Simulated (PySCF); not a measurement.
Compound: C₆H₈FOSi (doublet state).
Structure used (GFN2-xTB), in Å, numbered top down from 1:
```xyz
17
C6H8FOSi angstrom
C      3.2470    0.9911    0.1215
C      2.2586   -0.0731   -0.0849
O      1.0522    0.2315    0.5617
Si    -0.2859   -0.6568    0.7116
C     -1.6300    0.3619    1.5363
C     -2.6963    0.4353    0.7319
C     -2.5931   -0.1855   -0.5810
C     -1.4200   -0.7789   -0.8169
F     -1.1530   -1.4022   -1.9874
H      4.2146    0.9105   -0.3294
H      2.9875    1.8502    0.7036
H      2.0662   -0.2279   -1.1624
H      2.6384   -1.0424    0.2879
H     -0.0389   -1.9940    1.2550
H     -1.6303    0.7870    2.5243
H     -3.6144    0.9408    0.9959
H     -3.4095   -0.1356   -1.2845
```

The hyperfine couplings belong to this conformer and change with its torsions.

As a line formula: `[CH2]CO[Si@H]1C=CC=C1F` [radical].

Computed, not measured: UKS B3LYP, pcH-1 on C F H O Si, non-relativistic, mean-field spin-orbit, GIAO in PySCF. Isolated species at its GFN2-xTB geometry (one conformer only). The geometry wasn't refined by DFT: couplings that depend on bond lengths, twists or pyramidal angles can differ widely from those at the functional's own minimum. No stability test was run, so a lower SCF solution isn't excluded.

Problem. Match the computed a_iso(13C) values +87.5, -40.2 MHz with the sites C1; C2.

Solution. 
```json
{"site": "C1", "a_iso (MHz)": "+87.5", "ρ(0) (bohr⁻³)": "+0.0779", "position": "largest spin population", "distance from C1 (Å)": "0.00", "spin population": "+1.08", "largest |T| (MHz)": "164.2"}
{"site": "C2", "a_iso (MHz)": "-40.2", "ρ(0) (bohr⁻³)": "-0.0358", "position": "1 bond from C1", "distance from C1 (Å)": "1.47", "spin population": "-0.09", "largest |T| (MHz)": "2.5"}
```

ρ(0) is the spin density at the nucleus and T the dipolar tensor; a_iso includes a spin–orbit part; entries for several nuclei are means. Largest spin populations (Mulliken): C1 (+1.08) and C2 (-0.09). No atom but C1 exceeds +0.15. The positive populations add up to 1.18 and the negative ones to -0.18, together 2S = 1. The angles at C1 add up to 360.0°, so it is planar; its axial dipolar tensor and the negative couplings of its protons fit spin in a p orbital normal to that plane.

Class means assume fast exchange of nuclei equivalent by connectivity; if that motion is slow, each nucleus keeps its own coupling.

On one thread of an Arm Neoverse V1, on a shared host, this took 2.7 min of wall time (grids of density and orbitals included) and 1.1 GiB of memory at its peak.
